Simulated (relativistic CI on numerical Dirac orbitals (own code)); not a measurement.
How well does a small relativistic CI reproduce B+?

Calculated at this level of theory: Dirac-Coulomb-Breit CI, separate exchange-only KLI orbitals for each configuration, a model potential for QED, valence Slater integrals scaled by 0.85, configuration energies shifted to the measured levels that pair with them (semi-empirical) (own radial code, finite nucleus).

Configurations in the expansion (outside the closed core 1s2): 2s2, 2s 2p, 2p2, 2s 3s, 2s 3p, 2s 3d, 2p 3s, 2p 3p, 2s 4s, 2s 4p, 2s 4d, 2s 4f, 3s2, 3s 3p, 3p2. Levels of other configurations are missing.

| Configuration | Term (tabulated) | J | Measured (cm⁻¹) | Computed | Error | Purity (%) |
| --- | --- | --- | --- | --- | --- | --- |
| 2s2 | 1S | 0 | 0.0 | 0 | 0 | 93 |
| 2s 2p | 3P° | 0 | 37335.5 | 37336 | 1 | 100 |
| 2s 2p | 3P° | 1 | 37341.7 | 37341 | -1 | 100 |
| 2s 2p | 3P° | 2 | 37357.8 | 37355 | -3 | 100 |
| 2s 2p | 1P° | 1 | 73396.5 | 75702 | 2305 | 99 |
| 2p2 | 3P | 0 | 98911.4 | 98911 | 0 | 100 |
| 2p2 | 3P | 1 | 98919.9 | 98919 | -1 | 100 |
| 2p2 | 3P | 2 | 98933.3 | 98930 | -3 | 100 |
| 2p2 | 1D | 2 | 102362.8 | 105781 | 3418 | 94 |
| 2p2 | 1S | 0 | 127661.2 | 130684 | 3023 | 65 |
| 2s 3s | 3S | 1 | 129773.2 | 129773 | 0 | 98 |
| 2s 3p | 3P° | 0 | 143989.3 | 143987 | -2 | 99 |
| 2s 3p | 3P° | 2 | 143989.9 | 143992 | 2 | 99 |
| 2s 3p | 3P° | 1 | 143993.5 | 143989 | -5 | 99 |
| 2s 3p | 1P° | 1 | 144102.8 | 144722 | 619 | 95 |
| 2s 3d | 3D | 1 | 150649.1 | 150649 | 0 | 99 |
| 2s 3d | 3D | 2 | 150649.1 | 150649 | 0 | 99 |
| 2s 3d | 3D | 3 | 150649.1 | 150649 | 0 | 99 |
| 2s 3d | 1D | 2 | 154686.0 | 155382 | 696 | 93 |

Measured levels from NIST Handbook of Basic Atomic Spectroscopic Data (Sansonetti and Martin, J. Phys. Chem. Ref. Data 34, 1559 (2005)); pairs were made by configuration, J and term (by order where the table uses no LS term), so strongly mixed levels may be paired wrongly.

Mean error by configuration (cm⁻¹): 2s 2p 576; 2p2 1287; 2s 3s 0; 2s 3p 154; 2s 3d 174. Over the excited levels the mean absolute error is 560 cm⁻¹ (18 of the 18 excited levels that our extract of the source holds in range could be paired), and the median relative error of those above 1,000 cm⁻¹ is 0.0016 %, both after the shifts were fitted to these levels, so that a configuration with one level shows no error.

Transition probabilities of persistent lines. The last column rescales the computed rate by the cube of measured over computed energy:

```
λ measured (Å)        Lower        Upper  A tabulated (s⁻¹)  A computed  A rescaled
1362.46 vacuum     2s2 1S_0  2s 2p 1P°_1           1.19e+09    1.31e+09    1.20e+09
1842.82 vacuum  2s 2p 1P°_1     2p2 1S_0           1.33e+09    2.13e+09    2.05e+09
   3451.30 air  2s 2p 1P°_1     2p2 1D_2           5.40e+07    6.93e+07    6.19e+07
```

Configurations whose levels could be paired with our table of measured levels were shifted onto them, all but the ground configuration, by the median error of their levels; single terms can still be off by 1,000 to 2,000 cm⁻¹ or more, and rates follow the energies as ν³ (E1, M1) or ν⁵ (E2). The others borrow a shift and can be off by several thousand cm⁻¹ or more. The fine structure of a lone outer electron comes out too small, for d and f at times inverted, and misplaced configurations move strength between like terms. 18 of the 18 excited levels that our extract of the measured tables holds in this range could be paired (the sources list more); they are missed by 560 cm⁻¹ on average and 3418 at most, after the shifts were fitted to these levels, and levels without a partner can miss by more.

Shifts applied (cm⁻¹): 2s2 0; 2s 2p -126; 2p2 -890; 2s 3s 289; 2s 3p -124; 2s 3d 125.
